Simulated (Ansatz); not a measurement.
# Two structures, one formula

The two ends of one reaction step of Si2H10O2, singlet (PBE0-D4/def2-TZVP).

A:

```xyz
14
angstrom
Si -0.3606 -1.4937 -0.0438
H 0.8130 0.8997 2.7252
H -0.7692 -2.6457 -0.8987
H -0.5807 -1.9056 1.3720
Si -1.6341 0.3934 -0.5840
H 1.5540 0.6830 -0.4589
O 1.2607 -1.1739 -0.2913
H 0.9347 1.2568 2.0797
O 1.2834 1.6128 -0.4577
H -1.5473 1.4666 0.4322
H -1.3030 0.9007 -1.9401
H -3.0397 -0.1107 -0.6204
H 1.8864 -1.8326 0.0145
H 1.5023 1.9493 -1.3287
```

B:

Si1  (-0.757, -0.664, 1.251)
H2  (0.349, 0.283, 1.585)
H3  (-0.158, -1.995, 0.972)
H4  (-1.566, -0.793, 2.497)
Si5  (-2.042, 0.147, -0.529)
H6  (1.527, 0.064, -1.007)
O7  (0.748, -0.361, -1.405)
H8  (2.264, 0.856, 0.940)
O9  (2.751, 0.893, 0.110)
H10  (-3.436, 0.386, -0.050)
H11  (-1.513, 1.443, -1.021)
H12  (-2.114, -0.841, -1.634)
H13  (1.031, -1.243, -1.657)
H14  (2.916, 1.825, -0.053)
(Å)

Program: Ansatz 0.2.0. Basis: def2-TZVPP. Cores are frozen in the correlated methods. B3LYP uses VWN-RPA correlation.

(1) Which structure is lower at CCSD(T), and by how much? (To be estimated.)

No T1 diagnostic of these runs exceeds 0.012.

Results:

(1) Computed: A, by 0.432 eV (electronic energy, against the other). By their contacts, A is a complex of Si₂H₆O ([OH][SiH2][SiH3]) + H₂O + H₂ and B is a complex of Si₂H₆ ([SiH3][SiH3]) + H₂O + H₂O.

All methods give the same order:

```tsv
method	E(B) − E(A) (eV)
SPW92	0.307
PBE-D4	0.371
BLYP-D4	0.470
r2SCAN-D4	0.459
B97M-V	0.409
PBE0-D4	0.372
B3LYP-D4	0.461
r2SCAN0-D4	0.440
BHLYP-D4	0.469
CAM-B3LYP-D4	0.461
wB97X-V	0.441
wB97M-V	0.434
B2PLYP	0.459
PBE-QIDH	0.413
RPA on PBE	0.438
HF	0.466
MP2	0.494
CCSD	0.425
CCSD(T)	0.432
```

Labels in which every atom is bracketed show which atoms are joined, not bond orders.

For scale, one of the runs: CCSD(T)/def2-TZVPP, 286 basis functions, launched by `ansatz run in.yaml --threads 8 --pin off --events-out ev --progress --plain --max-ram 19148MiB`. Time: 110 s of wall clock on 8 CPU threads of an Arm Neoverse V2; the host was shared. Peak host memory: 8.4 GiB.
